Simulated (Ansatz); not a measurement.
AlGe₂₀H₃₂⁻, a doped nanocrystal cut from the lattice of germanium (Al on a surface site). Total charge -1; singlet. Geometry PBE-D4/def2-SVP.

Cartesian coordinates in Å:
```
Ge -1.3450 -3.7943 -2.0788
Ge 1.1623 -1.0263 -3.6474
Ge -1.6594 1.6134 -3.3537
Ge 2.1455 -3.3765 -0.0118
Ge -0.6230 -0.3567 -0.1129
Ge 0.0941 -2.5823 3.1459
Ge 2.7981 0.0606 2.0336
Ge 1.9307 2.4626 -1.6760
Ge -0.9196 5.2244 -1.5265
Ge 0.0325 3.1162 1.8182
Ge 0.7870 0.9049 5.2445
Ge 0.4285 -4.9208 -0.8236
Ge -0.4474 -2.8074 -4.1290
Ge -2.3176 -2.0344 -0.6821
Ge 0.2725 0.6978 -2.1446
Ge -2.6091 3.6316 -2.3368
Ge 1.1132 -1.5055 1.1892
Ge -1.6057 1.3451 1.3578
Ge -0.6320 -1.0694 4.9323
Ge 1.6845 1.9127 3.1922
Al 0.9944 4.2737 -0.2042
H -2.4184 -4.8723 -2.4521
H 1.5557 -0.3741 -5.0115
H 2.4563 -1.6937 -3.0902
H -2.7444 0.5002 -3.5284
H -1.1695 1.9538 -4.7996
H 3.0175 -2.8951 -1.2072
H 3.0903 -4.1550 0.9596
H -1.1156 -3.4662 2.7085
H 1.1453 -3.5627 3.7602
H 3.6956 0.5502 0.8608
H 3.7213 -0.7234 3.0234
H 2.3039 2.9009 -3.1390
H 3.1909 1.6507 -1.2142
H -0.4814 5.9360 -2.8568
H -1.7985 6.3166 -0.8167
H -0.6857 3.9987 2.9056
H 1.9577 0.4606 6.1827
H -0.0425 1.9455 6.0629
H 1.0687 -6.0482 -1.6959
H -0.2009 -5.6280 0.4171
H 0.1795 -3.9387 -5.0075
H -1.6401 -2.2234 -4.9468
H -3.5012 -1.3739 -1.4529
H -2.9157 -2.6794 0.6074
H -3.5623 4.2611 -3.4103
H -3.5455 3.1543 -1.1836
H -2.1201 0.6082 2.6380
H -2.8776 1.8921 0.6390
H -2.1005 -0.6295 4.6664
H -0.6534 -1.8882 6.2657
H 2.8213 2.8714 3.6886
H 2.0850 5.3820 0.2403
```

The 6-31G sets use Cartesian d functions. B3LYP takes the VWN-RPA correlation. Single mean-field runs in 6-31G, STO-3G, def2-TZVP are fitted with def2-universal-jkfit.

Task: Estimate the orbital energies around the gap (eV) in Ansatz with HF/STO-3G, PBE-D4/def2-TZVP, r2SCAN-D4/def2-TZVP, B3LYP-D4/6-31G, PBE0-D4/def2-TZVP.

Result: 
```tsv
orbital	HF/STO-3G	PBE-D4/def2-TZVP	r2SCAN-D4/def2-TZVP	B3LYP-D4/6-31G	PBE0-D4/def2-TZVP
HOMO−9	-5.08	-4.28	-4.56	-5.05	-5.32
HOMO−8	-5.05	-4.25	-4.53	-4.97	-5.25
HOMO−7	-4.69	-4.04	-4.30	-4.73	-5.01
HOMO−6	-4.35	-3.88	-4.13	-4.52	-4.81
HOMO−5	-4.19	-3.77	-4.01	-4.41	-4.70
HOMO−4	-3.96	-3.64	-3.87	-4.25	-4.54
HOMO−3	-3.94	-3.62	-3.86	-4.24	-4.53
HOMO−2	-3.48	-3.34	-3.57	-3.97	-4.26
HOMO−1	-2.88	-3.18	-3.39	-3.75	-4.05
HOMO	-2.77	-3.07	-3.28	-3.64	-3.94
LUMO	10.88	0.51	0.65	1.21	1.20
LUMO+1	11.07	0.57	0.75	1.27	1.31
LUMO+2	11.12	0.64	0.80	1.43	1.37
LUMO+3	11.29	0.69	0.85	1.52	1.40
LUMO+4	11.60	0.77	0.92	1.57	1.48
LUMO+5	11.74	0.84	0.98	1.62	1.54
```
